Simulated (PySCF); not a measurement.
Estimate the missing entries of this data sheet.

Species: GeMe4, C4H12Ge.
SMILES: `[CH3][Ge]([CH3])([CH3])[CH3]`

```csv
property,level,value
point group,PBE0-D3(BJ)/def2-SVP,?
"rotational constants A, B, C",PBE0-D3(BJ)/def2-SVP,?
dipole moment,PBE0/6-31G,0.00 D
HOMO energy,PBE0/6-31G,?
LUMO energy,PBE0/6-31G,?
13C chemical shifts (computed TMS as zero) by class,GIAO PBE0/6-31G,?
1H chemical shifts (computed TMS as zero) by class,GIAO PBE0/6-31G,0.07 (12 H) ppm
"isotropic shieldings of nuclei other than C and H, by class",GIAO PBE0/6-31G,?
```

The electronic properties come from PySCF, for the isolated species, density fitting. Geometry: PBE0-D3(BJ)/def2-SVP; no solvent, vibrations or thermal averaging. The calculation is non-relativistic and has no spin–orbit coupling, an omission that weighs most on germanium. Atoms bound to Ge lack the heavy atom's spin–orbit term in their shielding, so their NMR values are less reliable.

Q: Give the point group.

A: Td.

Q: The rotational constants A, B, C?

A: 2.880, 2.878, 2.876 GHz.

Q: The LUMO energy?

A: 2.06 eV.

Q: The HOMO energy?

A: -7.93 eV.

Q: What are the 13C chemical shifts (computed TMS as zero) by class?

A: 1.0 (4 C) ppm.

Q: The isotropic shieldings of nuclei other than C and H, by class?

A: 1696 (1 Ge) ppm.

The rotational constants are those of a spherical top; the small spread among constants that symmetry makes equal is optimisation noise. With B = h/(8π²I), that is 505.379 GHz u Å² over I, the principal moments of inertia are 175.5, 175.6 and 175.8 u Å² (most abundant isotopes). Point group Td forbids a permanent dipole, so the rigid molecule has no electric-dipole pure rotational spectrum.
